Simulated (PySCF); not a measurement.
Compound: C₄H₁₀Ge.
Numbering: `[CH3:1][C:2]1([GeH3:3])[CH2:4][CH2:5]1` (hydrogens: H6, H7, H8 on C1; H9, H10, H11 on Ge3; H12, H13 on C4; H14, H15 on C5)

Method: PBE0-D3(BJ)/def2-SVP geometry optimisation, gas phase (PySCF); density fitting, grid level 1; the optimiser is geomeTRIC in internal coordinates, started from a GFN2-xTB structure with every atom displaced at random (about 0.01 Å).

Step 0: E = -60806.0836 eV
```
atom  x, y, z in Å  |  force x, y, z in eV/Å
C1     -0.6836   -0.5117   -1.1543   -0.309   1.937   0.021
C2     -0.0118   -0.1480    0.1339    0.766  -0.252  -0.194
Ge3     1.9139    0.1198   -0.0173   -0.358  -0.145   0.794
C4     -0.7186    0.6948    1.1332   -2.482   0.189  -0.589
C5     -0.5364   -0.7662    1.3898    0.223   0.189   0.385
H6     -0.3014   -1.4031   -1.5789    0.552  -1.366  -0.571
H7     -0.5455    0.3077   -1.8901   -0.042  -0.237   0.026
H8     -1.7566   -0.6128   -1.0122   -0.540  -0.171   0.059
H9      2.5094    0.4569    1.3515   -0.017   0.047   0.273
H10     2.2693    1.2365   -0.9348    0.093   0.803  -0.687
H11     2.6154   -1.1065   -0.5115    0.311  -0.776  -0.322
H12    -0.1960    1.4087    1.7399    0.498   0.468   0.406
H13    -1.7758    1.0360    0.8682    1.303  -0.359   0.273
H14     0.1482   -1.0305    2.1852    0.357  -0.200   0.268
H15    -1.3857   -1.4371    1.3275   -0.355  -0.126  -0.142
```

Step 1: E = -60806.2454 eV
```
atom  x, y, z in Å  |  force x, y, z in eV/Å
C1     -0.6933   -0.4871   -1.1535    0.146  -0.417  -0.127
C2      0.0120   -0.1610    0.1421   -0.059  -0.010   0.054
Ge3     1.9353    0.1051    0.0099    0.136   0.108  -0.186
C4     -0.7430    0.6945    1.1318    0.255   0.244  -0.040
C5     -0.5373   -0.7597    1.4117   -0.063  -0.047   0.028
H6     -0.2870   -1.4118   -1.6197   -0.135   0.251   0.147
H7     -0.5893    0.3225   -1.8885    0.015   0.107  -0.070
H8     -1.7715   -0.6494   -0.9861    0.010   0.008  -0.005
H9      2.4969    0.4337    1.4141   -0.025  -0.024  -0.091
H10     2.2124    1.3019   -0.9512    0.012  -0.211   0.169
H11     2.6492   -1.1582   -0.5514   -0.107   0.175   0.083
H12    -0.1887    1.4224    1.7407   -0.084  -0.094  -0.077
H13    -1.7178    1.0605    0.7935   -0.073  -0.109   0.145
H14     0.1613   -1.0321    2.2102   -0.051   0.008  -0.001
H15    -1.3942   -1.4366    1.3264    0.023   0.012  -0.028
```

Q: Estimate the geometry and energy of step 2. (The exact step hangs on the optimiser's Hessian estimate; all steps are aligned on step 1, rigid shifts and turns removed.)

A: E = -60806.2587 eV, largest force 0.177 eV/Å
```
atom  x, y, z in Å  |  force x, y, z in eV/Å
C1     -0.6897   -0.4925   -1.1592    0.059  -0.070  -0.068
C2      0.0107   -0.1577    0.1383   -0.170   0.050  -0.001
Ge3     1.9350    0.1112    0.0048   -0.007   0.038  -0.026
C4     -0.7421    0.6987    1.1305    0.129   0.080  -0.016
C5     -0.5386   -0.7564    1.4078    0.068  -0.031   0.070
H6     -0.2863   -1.4136   -1.6147   -0.020   0.036   0.033
H7     -0.5826    0.3179   -1.8988   -0.005  -0.003   0.009
H8     -1.7683   -0.6535   -0.9951   -0.003   0.018  -0.002
H9      2.4952    0.4355    1.4035    0.005   0.001   0.014
H10     2.2344    1.2896   -0.9471    0.011  -0.015   0.014
H11     2.6363   -1.1482   -0.5444   -0.011  -0.011   0.002
H12    -0.1860    1.4219    1.7362   -0.004  -0.013   0.004
H13    -1.7359    1.0528    0.8400   -0.031  -0.066  -0.017
H14     0.1589   -1.0295    2.2056   -0.019  -0.028   0.019
H15    -1.3960   -1.4316    1.3227   -0.001   0.013  -0.035
```

The energy changes by -0.0133 eV. The first-order estimate −F·Δx gives -0.0242 eV and the mean of the old and new forces, exact on a quadratic surface, -0.0133 eV. The step makes an angle of 64° with the force vector and moves no atom by more than 0.051 Å.

What follows is the cost of the whole optimisation. The run took 97 s on Arm Neoverse N1, one thread, shared host, and the process peaked at 0.61 GiB of memory.
